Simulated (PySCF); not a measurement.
Species: C₄H₅FNOS (doublet state).
SMILES with atom numbers: `[CH3:1][C:2]([C:3]#[N:4])[S@@:5](=[O:6])[CH2:7][F:8]` (hydrogens: H9, H10, H11 on C1; H12, H13 on C7)

Structure used (GFN2-xTB), in Å, numbered top down from 1:
```xyz
13
C4H5FNOS angstrom
C     -1.870   -0.299   -0.211
C     -0.620    0.464   -0.034
C     -0.335    1.642   -0.659
N     -0.038    2.620   -1.208
S      0.496   -0.069    1.272
O      0.036   -1.394    1.656
C      1.960   -0.325    0.090
F      3.074   -0.481    0.842
H     -1.752   -1.273    0.266
H     -2.719    0.212    0.253
H     -2.106   -0.421   -1.269
H      1.792   -1.239   -0.484
H      2.078    0.563   -0.532
```

The hyperfine couplings belong to this conformer and change with its torsions.

Computed, not measured: UKS B3LYP, pcH-1 on C F H N O S, non-relativistic, mean-field spin-orbit, GIAO in PySCF. Isolated species at its GFN2-xTB geometry (one conformer only). A GFN2-xTB geometry isn't a minimum of the functional, and hyperfine couplings can be far from their values at a DFT geometry. Stability of the SCF solution: not tested.

The Mulliken spin populations are largest on C2 (+0.73), N4 (+0.34), C3 (-0.18) and C7 (+0.06). The positive populations add up to 1.24 and the negative ones to -0.24, together 2S = 1. The angles at C2 add up to 359.4°, so it is planar.

(1) How do the β-proton couplings of this frozen conformer go with θ, the angle between the C–H bond and the normal to the plane of the spin centre's three neighbours, both seen down the bond from centre to carbon?

(2) What would the freely rotating methyl group on C1 show?

## Answers

(1) 
| β H | on | centre | θ (°) | cos²θ | a (G) |
| --- | --- | --- | --- | --- | --- |
| H9 | C1 | C2 | 75 | 0.07 | +3.42 |
| H10 | C1 | C2 | 14 | 0.94 | +44.43 |
| H11 | C1 | C2 | 47 | 0.47 | +24.18 |

Fitting the Heller–McConnell form a = ρ(B0 + B2 cos²θ), with Mulliken ρ = 0.73, gives B0 = 1.2 G and B2 = 64.1 G, with a largest miss of 1.3 G. By this fit the coupling would be 47.7 G at θ = 0° and 0.9 G at 90°.

(2) Three equal couplings, a 1:3:3:1 quartet. The mean of the three values of this geometry estimates the splitting: 24.0 G, or 67.3 MHz (three bonds 120° apart have a mean cos²θ of 1/2 at any torsion).

Couplings in gauss use g_iso = 2.0036.
